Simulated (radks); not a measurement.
Spherical quantum dot in the effective-mass picture: electrons in a hard-walled sphere of radius 8.01, with a point charge +1 (a donor) at the centre, all in effective atomic units (hartree* = m*/eps^2 hartree, bohr* = eps/m* bohr), one dielectric constant everywhere. Method: non-relativistic Kohn-Sham, PBE, spin-polarised, spherical densities; computed with a radial shooting solver with Libxc functionals. Levels are named by radial order and angular momentum (1s, 1p, 1d, 2s, ...), and open shells are averaged over m.

N = 3, configuration 1s2 1p(up 1, down 0). This is the lowest configuration that the search found. Occupied levels:

level    occupation  eigenvalue (hartree*)  <r> (bohr*)
1s up             1                0.26312        2.767
1s down           1                0.26400        2.331
1p up             1                0.38376        4.940

Energy (hartree*): total -0.196882, kinetic 0.65478, external -1.5638, Hartree 1.2704, exchange-correlation -0.55819.
